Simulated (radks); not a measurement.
Removal energies from the neodymium ion Nd4+, [Xe] 4f2, by Delta-SCF beside the eigenvalue of the level emptied. Method: scalar-relativistic Kohn-Sham, BLYP, spin-polarised, spherical densities, finite nucleus; Fermi nuclear charge, rms radius of each element as measured or else 0.836 A^(1/3) + 0.57 fm; computed with a radial shooting solver on a logarithmic mesh with Libxc functionals. Open shells are filled with parallel spins first.

[
 {"removed from": "4f", "final configuration": "[Xe] 4f1", "Delta-SCF (eV)": "60.623", "-eigenvalue (eV)": "50.284"},
 {"removed from": "5p", "final configuration": "[Kr] 4d10 4f2 5s2 5p5", "Delta-SCF (eV)": "68.501", "-eigenvalue (eV)": "61.971"},
 {"removed from": "5s", "final configuration": "[Kr] 4d10 4f2 5s1 5p6", "Delta-SCF (eV)": "89.524", "-eigenvalue (eV)": "82.336"},
 {"removed from": "4d", "final configuration": "[Kr] 4d9 4f2 5s2 5p6", "Delta-SCF (eV)": "178.01", "-eigenvalue (eV)": "166.41"}
]
